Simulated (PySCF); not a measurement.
**CrF3, quartet: structure and spectrum**

Method: UPBE in PySCF with Cr def2-SVP, F def2-SVP; no relativity; density-fitted integrals.

The structure is a minimum.

* Point group: D3h
* Bond lengths: Cr–F 1.718 Å (×3)
* Bond angles: F–Cr–F 120.0° (×3)
* Principal polarisabilities: 17.2, 27.7, 27.7 bohr³
* Spin squared ⟨S²⟩: 3.773
* Atomisation energy without zero-point energy: 1530 kJ/mol
* Enthalpy at 298.15 K above 0 K: 15.79 kJ/mol
* Rotational symmetry number: 6
* Lowest empty level (α): -4.53 eV
* Heat capacity Cp at 298.15 K: 66.5 J/(mol K)
* Entropy at 298.15 K and 1 bar (electronic part: spin only): 308.5 J/(mol K)
* Highest occupied level (α): -6.19 eV
* Rotational constants: 0.2004, 0.2004, 0.1002 cm⁻¹
* Zero-point energy: 16.0 kJ/mol
* Principal quadrupole moments (Buckingham, traceless) about the centre of mass: -2.96, -2.96, 5.93 D Å
* Dipole moment: 0.00 D

Harmonic modes (masses in u: Cr 51.941, F 18.998):
```csv
symmetry,ω (cm⁻¹),"IR (km/mol, summed over degenerate members)",type
a2'',103,28.9,bend
e',171,16.1,bend
a1',668,0.0,stretch
e',783,314,stretch
```

In D3h the vibrations span a2'' + 2e' + a1'. The a1' mode carries no infrared intensity, as symmetry demands.

Charges (e):
| atom | Mulliken | Löwdin | polar tensor | spin (Mulliken) | Mayer order to Cr1 |
| --- | --- | --- | --- | --- | --- |
| Cr1 | 1.02 | 0.39 | 1.64 | 3.00 | – |
| F2,3,4 | -0.34 | -0.13 | -0.55 | 0.00 | 1.05 |

Mulliken populations on Cr1: s 6.26, p 12.37, d 4.34, f 0.01.

Outer orbital energies (eV). α occupied: -10.66, -10.14, -10.14, -10.09, -9.65, -6.46, -6.19, -6.19; empty: -4.53, -4.53, -0.84, 1.09. β occupied: -11.36, -11.21, -10.16, -10.16, -10.09, -10.09, -9.85, -9.71; empty: -3.80, -3.35, -3.35, -3.12.

Formally Cr is in oxidation state +3, d3, with 3 unpaired electrons (the high-spin count). The Mulliken spin on Cr is 3.00. The polar-tensor charge on Cr, 1.64, is far below the formal one.

Other isomers or separated fragments may lie lower. Open d and f shells are described by one determinant, and the ground state may have another occupation or spin.

The final relaxation and frequency run took 34 s on 2 threads of a shared Arm Neoverse N1 host, with 73 basis functions and 7 gradients; the process peaked at 0.84 GiB. Launch command: `OMP_NUM_THREADS=2 python axn.py task.json out`.
